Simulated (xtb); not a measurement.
C₁₂H₃₀Ga₂O₆, SMILES CC[O][Ga-]1([O]CC)[O+](CC)[Ga-]([O]CC)([O]CC)[O+]1CC. All values are semi-empirical tight-binding results from xtb (GFN2-xTB unless named), good for trends rather than for accurate numbers. Coordinates come from a GFN2-xTB optimisation. Other conformers were not sampled.

Optimised geometry:

Bonded distances (Å): Ga1–O2 1.767, Ga1–O5 1.769, Ga1–O8 1.917, Ga1–O33 1.949, O2–C3 1.416, C3–C4 1.521, C3–H11 1.097, C3–H12 1.099, C4–H13 1.089, C4–H14 1.092, C4–H15 1.088, O5–C6 1.413, C6–C7 1.521, C6–H16 1.098, C6–H17 1.095, C7–H18 1.088, C7–H19 1.087, C7–H20 1.092, O8–C9 1.422, O8–Ga26 1.948, C9–C10 1.518, C9–H21 1.099, C9–H22 1.099, C10–H23 1.093, C10–H24 1.088, C10–H25 1.091, Ga26–O27 1.767, Ga26–O30 1.769, Ga26–O33 1.917, O27–C28 1.416, C28–C29 1.521, C28–H36 1.097, C28–H37 1.099, C29–H38 1.089, C29–H39 1.092, C29–H40 1.088, O30–C31 1.413, C31–C32 1.521, C31–H41 1.098, C31–H42 1.096, C32–H43 1.088, C32–H44 1.087, C32–H45 1.092, O33–C34 1.422, C34–C35 1.518, C34–H46 1.099, C34–H47 1.100, C35–H48 1.093, C35–H49 1.088, C35–H50 1.091. Angles (°): O2–Ga1–O5 116.0, O2–Ga1–O8 118.1, O2–Ga1–O33 115.1, O5–Ga1–O8 110.3, O5–Ga1–O33 111.4, O8–Ga1–O33 81.2, Ga1–O2–C3 132.6, O2–C3–C4 113.6, O2–C3–H11 109.5, O2–C3–H12 105.6, C4–C3–H11 109.5, C4–C3–H12 110.0, H11–C3–H12 108.3, C3–C4–H13 109.9, C3–C4–H14 109.9, C3–C4–H15 110.1, H13–C4–H14 108.9, H13–C4–H15 109.1, H14–C4–H15 108.9, Ga1–O5–C6 126.4, O5–C6–C7 112.3, O5–C6–H16 105.8, O5–C6–H17 110.2, C7–C6–H16 110.4, C7–C6–H17 109.3, H16–C6–H17 108.7, C6–C7–H18 110.1, C6–C7–H19 110.6, C6–C7–H20 108.2, H18–C7–H19 109.4, H18–C7–H20 109.0, H19–C7–H20 109.5, Ga1–O8–C9 131.5, Ga1–O8–Ga26 98.9, C9–O8–Ga26 129.7, O8–C9–C10 110.1, O8–C9–H21 109.0, O8–C9–H22 108.2, C10–C9–H21 110.4, C10–C9–H22 110.7, H21–C9–H22 108.3, C9–C10–H23 109.2, C9–C10–H24 110.6, C9–C10–H25 109.5, H23–C10–H24 109.4, H23–C10–H25 108.3, H24–C10–H25 109.7, O8–Ga26–O27 115.1, O8–Ga26–O30 111.4, O8–Ga26–O33 81.1, O27–Ga26–O30 115.8, O27–Ga26–O33 118.0, O30–Ga26–O33 110.4, Ga26–O27–C28 132.6, O27–C28–C29 113.6, O27–C28–H36 109.5, O27–C28–H37 105.6, C29–C28–H36 109.6, C29–C28–H37 110.0, H36–C28–H37 108.3, C28–C29–H38 109.9, C28–C29–H39 109.9, C28–C29–H40 110.1, H38–C29–H39 108.8, H38–C29–H40 109.1, H39–C29–H40 108.9, Ga26–O30–C31 126.3, O30–C31–C32 112.3, O30–C31–H41 105.8, O30–C31–H42 110.2, C32–C31–H41 110.4, C32–C31–H42 109.3, H41–C31–H42 108.7, C31–C32–H43 110.1, C31–C32–H44 110.6, C31–C32–H45 108.2, H43–C32–H44 109.4, H43–C32–H45 109.0, H44–C32–H45 109.5, Ga1–O33–Ga26 98.8, Ga1–O33–C34 129.7, Ga26–O33–C34 131.5, O33–C34–C35 110.1, O33–C34–H46 109.0, O33–C34–H47 108.3, C35–C34–H46 110.4, C35–C34–H47 110.7, H46–C34–H47 108.3, C34–C35–H48 109.2, C34–C35–H49 110.6, C34–C35–H50 109.5, H48–C35–H49 109.4, H48–C35–H50 108.3, H49–C35–H50 109.7.

For metal compounds this method's bond lengths and energies can be far off.

Computed properties:
```yaml
point_group_as_xtb_finds_it: Ci
orbital_gap: 4.20 eV
zero_point_energy: 256.6 kcal/mol
G − E(el) at 298.15 K (modified RRHO): 216.7 kcal/mol
```

Computed atomic charges and the Wiberg bond orders between heavy atoms:
charges (e) Ga1 0.23, O2 -0.35, C3 0.10, C4 -0.11, O5 -0.34, C6 0.09, C7 -0.11, O8 -0.28, C9 0.10, C10 -0.11, H11 0.03, H12 0.04, H13 0.05, H14 0.08, H15 0.04, H16 0.05, H17 0.03, H18 0.05, H19 0.05, H20 0.06, H21 0.04, H22 0.05, H23 0.07, H24 0.05, H25 0.08, Ga26 0.23, O27 -0.35, C28 0.10, C29 -0.11, O30 -0.34, C31 0.09, C32 -0.11, O33 -0.28, C34 0.10, C35 -0.11, H36 0.03, H37 0.04, H38 0.05, H39 0.08, H40 0.04, H41 0.05, H42 0.03, H43 0.05, H44 0.05, H45 0.06, H46 0.04, H47 0.05, H48 0.07, H49 0.05, H50 0.08. Bond orders Ga1–O2 1.09, O2–C3 0.96, C3–C4 1.01, Ga1–O5 1.07, O5–C6 0.97, C6–C7 1.01, Ga1–O8 0.64, O8–C9 0.94, C9–C10 1.02, O8–Ga26 0.59, Ga26–O27 1.09, O27–C28 0.96, C28–C29 1.01, Ga26–O30 1.07, O30–C31 0.97, C31–C32 1.01, Ga1–O33 0.59, Ga26–O33 0.64, O33–C34 0.94, C34–C35 1.02.
